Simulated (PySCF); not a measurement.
n-SiSiSiSiH10.
Bonds: Si1–Si2, Si2–Si3, Si3–Si4. Hydrogens: H5, H6, H7 on Si1; H8, H9 on Si2; H10, H11 on Si3; H12, H13, H14 on Si4.

Computed with PySCF 2.14.0, PBE0-D3(BJ)/def2-SVP geometry optimisation, gas phase.

What internal coordinates does the optimisation give?

```csv
bond,length (Å)
"Si1–Si2, Si3–Si4",2.345
Si1–H5 and 5 like bonds,1.495
Si2–Si3,2.346
Si2–H8 and 3 like bonds,1.498
```

Bonds in one row agree within 0.01 Å and their mean is given. A selection of angles:
```csv
angle,degrees
Si2–Si1–H5,109.3
Si2–Si1–H7,111.5
H5–Si1–H6,108.7
Si1–Si2–Si3,110.4
Si1–Si2–H8,110.0
Si3–Si2–H8,109.0
H8–Si2–H9,108.1
```

Torsions: Si1–Si2–Si3–Si4 -179° (antiperiplanar).

Si1 (silicon bonded to Si and 3 H) is tetrahedral (angles from 108.7° to 111.5°). Si2 (silicon bonded to 2 Si and 2 H) is tetrahedral (angles from 108.1° to 110.4°). All 3 Si–Si bonds measure 2.344 to 2.346 Å. The 4 heavy atoms lie in one plane (0.011 Å rms).

Point group: near C2h, missed by 0.11 Å at most; the miss may be what the optimiser left on a soft mode (C2 holds within 0.08 Å). No PBE0-D3(BJ)/def2-SVP frequencies stand behind this structure, so it isn't proved a minimum. One conformer, not necessarily the lowest.
